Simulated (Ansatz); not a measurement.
C₃H₁₁InSi (`C[Si](C)(C)[InH2]`), relaxed with RKS PBE0-D4/def2-TZVP in Ansatz from a GFN2-xTB geometry. The force threshold is 0.005 eV/Å; the program also tests the step.

The species carries charge 0 and has multiplicity 1. In takes the def2 core potential.

Start:

```xyz
16

C    -0.684   -1.702    0.653
Si   -0.028   -0.053   -0.073
C    -1.372    0.767   -1.171
C     1.553   -0.382   -1.105
In    0.584    1.559    1.907
H    -1.070   -2.369   -0.112
H     0.108   -2.225    1.186
H    -1.486   -1.507    1.362
H    -1.004    1.704   -1.586
H    -2.257    0.991   -0.579
H    -1.676    0.131   -1.998
H     2.333   -0.807   -0.476
H     1.379   -1.066   -1.930
H     1.937    0.549   -1.518
H    -0.419    1.914    3.351
H     2.101    2.497    2.088
```

(1) By how much does the energy fall, and how many steps does the optimiser take? (Estimate.)

(2) Which bonds change most? (Best estimate.)

(3) Give the relaxed structure. (An estimate is asked.)

## Answers

(1) Computed: 10.13 kJ/mol, in 7 steps, 1 of them rejected.

(2) The calculation gave: In5–H16 from 1.793 to 1.739 Å; In5–H15 from 1.794 to 1.740 Å; Si2–In5 from 2.626 to 2.588 Å; Si2–C4 from 1.916 to 1.881 Å.

(3) Ansatz gave: 
```xyz
16

C    -0.658   -1.654    0.649
Si    0.009   -0.028   -0.027
C    -1.321    0.765   -1.100
C     1.515   -0.385   -1.096
In    0.591    1.575    1.919
H    -0.942   -2.317   -0.175
H     0.088   -2.176    1.253
H    -1.541   -1.494    1.272
H    -0.977    1.704   -1.542
H    -2.227    0.975   -0.526
H    -1.591    0.091   -1.919
H     2.309   -0.867   -0.521
H     1.248   -1.051   -1.923
H     1.926    0.533   -1.523
H    -0.499    1.846    3.248
H     2.071    2.483    2.012
```
